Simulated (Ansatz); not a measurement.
Basis sets compared for the cluster H4Au3 (the lowest doublet isomer of a short search). Total charge 0; doublet. Geometry PBE-D4/def2-TZVP. Ansatz on 4 threads of Arm Neoverse V2 on a shared host; times are rough, and most runs start from earlier orbitals.

```
atom    x (Å)    y (Å)    z (Å)
 Au1   0.0029  -0.0032  -0.0029
 Au2   2.3396   1.2704  -0.0259
 Au3  -2.3403  -1.2646   0.0302
  H4  -3.4234  -1.8792   1.0179
  H5   3.4190   1.8848  -1.0179
  H6   1.1206   0.5659   1.1615
  H7  -1.1183  -0.5741  -1.1628
```

In the def2 sets Au takes a core potential; there is no spin–orbit coupling. No other spin state of charge 0 was run. The structure comes from a short search, and lower isomers may exist.

Binding counts from free atoms (Au doublet, H doublet) in the same basis, without a counterpoise term.

```json
{"level": "PBE-D4/def2-SVP", "functions": "116", "energy (Eh)": "-409.7074", "HOMO (eV)": "-6.63", "LUMO (eV)": "-6.27", "binding per atom (eV)": "1.92", "wall time": "2 s"}
{"level": "PBE-D4/def2-TZVP", "functions": "144", "energy (Eh)": "-409.7421", "HOMO (eV)": "-6.64", "LUMO (eV)": "-6.29", "binding per atom (eV)": "1.97", "wall time": "2.7 s"}
{"level": "r2SCAN-D4/def2-TZVP", "functions": "144", "energy (Eh)": "-409.7958", "HOMO (eV)": "-6.93", "LUMO (eV)": "-6.33", "binding per atom (eV)": "2.02", "wall time": "6 s"}
{"level": "PBE0-D4/def2-SVP", "functions": "116", "energy (Eh)": "-409.5522", "HOMO (eV)": "-7.48", "LUMO (eV)": "-5.86", "binding per atom (eV)": "1.79", "wall time": "3 s"}
{"level": "PBE0-D4/def2-TZVP", "functions": "144", "energy (Eh)": "-409.5865", "HOMO (eV)": "-7.47", "LUMO (eV)": "-5.86", "binding per atom (eV)": "1.85", "wall time": "4 s"}
```

Task: Estimate the rows for PBE-D4/def2-TZVPD, r2SCAN-D4/def2-TZVPD, PBE0-D4/def2-TZVPD.

Result: 
| level | functions | energy (Eh) | HOMO (eV) | LUMO (eV) | binding per atom (eV) | wall time |
| --- | --- | --- | --- | --- | --- | --- |
| PBE-D4/def2-TZVPD | 165 | -409.7452 | -6.62 | -6.27 | 1.98 | 3.2 s |
| r2SCAN-D4/def2-TZVPD | 165 | -409.7989 | -6.91 | -6.30 | 2.03 | 7 s |
| PBE0-D4/def2-TZVPD | 165 | -409.5899 | -7.46 | -5.83 | 1.86 | 4.6 s |
